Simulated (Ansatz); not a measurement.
Steps of a relaxation of CH$_{4}$ClNOSi (`Cl[SiH]1NCO1`) with RKS PBE0-D4/def2-TZVP.

```sh
$ ansatz run in.yaml --threads 4 --pin off --events-out ev --progress --plain --max-ram 10444MiB
```

```yaml
crystal:
  periodic: [false, false, false]
  atoms:
    - {symbol: Cl, position_ang: [-0.315031, 1.032816, -2.558420]}
    - {symbol: Si, position_ang: [-0.003274, 1.015654, -0.501749]}
    - {symbol: N, position_ang: [0.931874, -0.298018, 0.148715]}
    - {symbol: C, position_ang: [-0.309407, -0.822402, 0.742177]}
    - {symbol: O, position_ang: [-1.217607, 0.254940, 0.416220]}
    - {symbol: H, position_ang: [0.303716, 2.426958, -0.132505]}
    - {symbol: H, position_ang: [1.605704, -0.934774, -0.279425]}
    - {symbol: H, position_ang: [-0.253957, -0.934132, 1.850279]}
    - {symbol: H, position_ang: [-0.653517, -1.787441, 0.297608]}
basis:
  gaussian: {orbitals: def2-TZVP}
hamiltonian: {xc: pbe0, dispersion: d4}
relax: {f_tol: 0.005, max_steps: 150}
```

Positions (Å) and forces (eV/Å) along the path, 7 of 7 steps:

```xyz
9
step=1 energy=-25031.9239 eV
Cl   -0.315    1.033   -2.558    0.091    0.020    0.611
Si   -0.003    1.016   -0.502   -0.420   -0.913    0.418
N     0.932   -0.298    0.149   -0.194    0.181   -0.385
C    -0.309   -0.822    0.742   -0.133   -0.357    0.223
O    -1.218    0.255    0.416    1.062    0.251   -0.564
H     0.304    2.427   -0.133   -0.060   -0.333   -0.106
H     1.606   -0.935   -0.279   -0.518    0.426    0.257
H    -0.254   -0.934    1.850   -0.004    0.131   -0.629
H    -0.654   -1.787    0.298    0.177    0.594    0.176
9
step=2 energy=-25031.9867 eV
Cl   -0.313    1.029   -2.525    0.007   -0.013    0.059
Si   -0.005    1.002   -0.500   -0.294   -0.575    0.505
N     0.929   -0.293    0.152   -0.127    0.177   -0.186
C    -0.307   -0.822    0.740   -0.056   -0.059    0.079
O    -1.207    0.254    0.412    0.539    0.225   -0.373
H     0.303    2.401   -0.144   -0.005   -0.075    0.001
H     1.590   -0.923   -0.276   -0.124    0.100    0.057
H    -0.253   -0.928    1.834   -0.004    0.033   -0.201
H    -0.648   -1.768    0.290    0.065    0.186    0.058
9
step=3 energy=-25032.0012 eV
Cl   -0.314    1.014   -2.513    0.001    0.016   -0.037
Si   -0.007    0.993   -0.492   -0.039   -0.107    0.101
N     0.928   -0.289    0.150    0.047    0.044   -0.021
C    -0.306   -0.817    0.738    0.008    0.010   -0.041
O    -1.199    0.257    0.398   -0.019    0.056   -0.014
H     0.303    2.385   -0.129    0.004    0.024   -0.011
H     1.581   -0.917   -0.283    0.014   -0.021   -0.002
H    -0.254   -0.916    1.826   -0.003    0.005    0.028
H    -0.643   -1.757    0.288   -0.012   -0.027   -0.003
9
step=4 energy=-25032.0016 eV
Cl   -0.312    1.019   -2.515    0.000   -0.004   -0.004
Si   -0.009    0.990   -0.490    0.004    0.000    0.015
N     0.929   -0.289    0.150    0.018    0.015   -0.020
C    -0.305   -0.817    0.738    0.004   -0.020    0.006
O    -1.199    0.257    0.400   -0.023    0.012   -0.006
H     0.301    2.385   -0.133    0.001    0.002    0.002
H     1.583   -0.918   -0.283   -0.002   -0.007    0.004
H    -0.254   -0.916    1.826   -0.001    0.002    0.002
H    -0.644   -1.758    0.289   -0.001    0.000    0.001
9
step=5 energy=-25032.0017 eV
Cl   -0.311    1.019   -2.514    0.001    0.000    0.001
Si   -0.009    0.991   -0.490    0.003    0.001   -0.002
N     0.929   -0.289    0.149    0.006    0.007   -0.005
C    -0.305   -0.817    0.738    0.002   -0.014    0.003
O    -1.200    0.257    0.399   -0.009    0.006    0.000
H     0.301    2.385   -0.131   -0.001   -0.001    0.001
H     1.582   -0.918   -0.284   -0.004   -0.003    0.003
H    -0.254   -0.915    1.826    0.001    0.002   -0.001
H    -0.644   -1.758    0.290    0.001    0.002    0.001
9
step=6 energy=-25032.0017 eV
Cl   -0.311    1.019   -2.515    0.001    0.000    0.002
Si   -0.009    0.991   -0.490   -0.002   -0.001   -0.003
N     0.929   -0.289    0.149    0.003   -0.004    0.001
C    -0.305   -0.818    0.738   -0.001    0.006   -0.002
O    -1.201    0.257    0.398    0.000   -0.003    0.002
H     0.301    2.385   -0.131    0.000    0.000    0.001
H     1.581   -0.919   -0.284    0.000    0.001    0.000
H    -0.254   -0.914    1.826    0.000    0.001    0.000
H    -0.643   -1.759    0.291    0.000    0.000   -0.001
9
step=7 energy=-25032.0017 eV
Cl   -0.310    1.020   -2.515    0.000    0.000    0.000
Si   -0.009    0.991   -0.490    0.000    0.000   -0.001
N     0.929   -0.289    0.149    0.000    0.001    0.000
C    -0.305   -0.817    0.738    0.000   -0.002    0.001
O    -1.201    0.257    0.398    0.001    0.001    0.000
H     0.300    2.385   -0.130    0.000    0.000    0.000
H     1.581   -0.919   -0.285   -0.001    0.000    0.000
H    -0.254   -0.913    1.827    0.000    0.000    0.000
H    -0.643   -1.759    0.291    0.000    0.000    0.001
```

Run time 25 s (4 threads of an Arm Neoverse V1 on a shared host); peak host memory 0.49 GiB.
